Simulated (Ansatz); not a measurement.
Computed with Ansatz on PBE0-D4/def2-TZVP structures; ΔE is electronic, products minus reactants. CCSD(T)/CBS is the MP2 limit (def2-TZVPP, def2-QZVPP) plus CCSD(T) − MP2 in def2-TZVPP, frozen cores. This one scheme is used for every species. DFT in def2-TZVPP. One conformer a species, not always the lowest.

`C[SiH2]C(=N)Cl` → `N=CCl` + `C[SiH]`  (silylene formation by 1,1-elimination)

| level | ΔE (kJ/mol) |
| --- | --- |
| PBE0 | 248.0 |
| HF/def2-TZVPP | 225.3 |

Task: What does CCSD(T)/CBS give? (An estimate is asked.)

Result: Computed: +249.8 kJ/mol. The listed levels differ from it by -1.8, -24.5 kJ/mol.

Largest T1 diagnostic among the species: 0.013.

At CCSD(T), def2-SVP lies −16.3 kJ/mol from the extrapolated value and def2-TZVPP −6.4 kJ/mol. In def2-TZVPP, CCSD(T) changes the Hartree–Fock value by +18.1 kJ/mol (the triples alone add +6.2 kJ/mol) and MP2 by +37.3 kJ/mol. From BLYP to BHLYP (50 % exact exchange), in def2-TZVPP and without D4, ΔE moves by +21.6 kJ/mol.

CCSD(T)/CBS has its own doubt, a few kJ/mol and more with outer-core shells, so smaller differences from it don't rank the levels.
